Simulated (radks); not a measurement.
The platinum ion Pt2+ inside a hard spherical wall (all orbitals vanish at R), configuration held at [Xe] 4f14 5d8 and not refilled when levels cross. All-electron calculation, scalar-relativistic Kohn-Sham, PBEsol, spin-unpolarised, spherical densities, finite nucleus; Fermi nuclear charge, rms radius 5.427 fm. Program: a radial shooting solver on a logarithmic mesh with Libxc functionals. Eigenvalues in eV, with the zero of energy where the potential of the charges vanishes at infinity; a dash marks a level that is unbound or too diffuse for the functional's potential to be trusted. A positive occupied level is held by the wall or, in an anion where self-interaction has pushed it up, behind a barrier. The pressure on the wall is -dE/dV.

R (bohr)  E (hartree)  kinetic (hartree)    e(5s)    e(4f)    e(5p)    e(5d)  e(6s, empty)  e(6p, empty)  pressure (GPa)
free      -18403.4597          20512.589  -122.76  -91.168  -76.873  -25.910       -22.121       -14.235               0
20        -18403.4597          20512.589  -122.76  -91.168  -76.873  -25.910       -22.121       -14.235        < 0.0001
10        -18403.4597          20512.589  -122.76  -91.168  -76.873  -25.910       -22.121       -14.234        < 0.0001
7         -18403.4597          20512.590  -122.75  -91.163  -76.869  -25.906       -22.110       -14.130         0.00807
2.5       -18401.3704          20523.286  -107.22  -73.287  -62.076   -8.524        16.994        42.530            1930
2         -18395.6864          20548.531  -87.905  -49.959  -41.503   18.740        82.369        122.04           12800
1.5       -18367.6442          20657.807  -27.064   13.200   29.599   109.83        297.45        363.06          124000
